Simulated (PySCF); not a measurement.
Bonds (- single, = double, # triple, : aromatic): O1-B2 1.361 Å, B2-O3 1.362 Å, B2-Si4 2.034 Å. O1 carries H5; O3 carries H6; Si4 carries H7, H8, H9.

[PySCF 2.14.0 with density-fitted response routines: HF/pcSseg-2 with gauge-including orbitals; geometry from PBE0-D3(BJ)/def2-SVP; no solvent; non-relativistic Hamiltonian; rapidly exchanging positions averaged; one conformer]

Shifts are taken against calculated references (same method and geometry level): ¹H (σ = 31.68 ppm), ²⁹Si (σ = 382.96 ppm) vs TMS; H2O for ¹⁷O (σ = 326.33 ppm); BF3·OEt2 for ¹¹B (σ = 114.51 ppm).

```
   atoms  nucleus  count  δ (ppm)
   O1/O3      ¹⁷O      2    112.7
      B2      ¹¹B      1        ?
H7/H8/H9       ¹H      3     3.29
   H5/H6       ¹H      2     3.24
     Si4     ²⁹Si      1        ?
```

Complete the table.

## Answers


- B2: 34.4 ppm, boron bonded to 2 O, Si
- Si4: -97.7 ppm, silicon bonded to B, 3 H

OH and NH positions are those of a molecule without intermolecular hydrogen bonds; in solution they move with solvent, concentration and temperature, and exchange usually removes their couplings. Experimental scales use liquid or dissolved standards, which lie at an offset from isolated H2O (liquid H2O: subtract about 36 ppm).
